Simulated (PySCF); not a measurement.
```xyz
4
charge 0 multiplicity 3, angstrom
Pd   -0.2091    0.0000    0.0000
O     1.6244    0.0000    0.0000
H    -1.9036    0.4171    0.0000
H    -1.9036   -0.4171    0.0000
```

These are results of UPBE0/[Pd def2-TZVP with ECP28, O def2-TZVP, H def2-TZVP], scalar-relativistic core potentials, density fitting, no spin–orbit coupling, PySCF, not measurements.

This geometry of H₂PdO is a stationary point at this level.

(1) What is the point group?

(2) Is it a minimum?

(3) List the harmonic modes with their infrared intensities.

(4) What is the atomisation energy, with and without zero-point energy?

Results:

(1) C2v.

(2) Yes: all harmonic wavenumbers are real.

(3) 
```csv
symmetry,ω (cm⁻¹),IR (km/mol)
b1,340,0.1
b2,361,0.5
a1,606,9.7
a1,1015,138
b2,1570,1.1
a1,3187,179
```

(4) 753 kJ/mol without, 710 kJ/mol with.

Other isomers or separated fragments may lie lower. Open d and f shells are described by one determinant, and the ground state may have another occupation or spin.
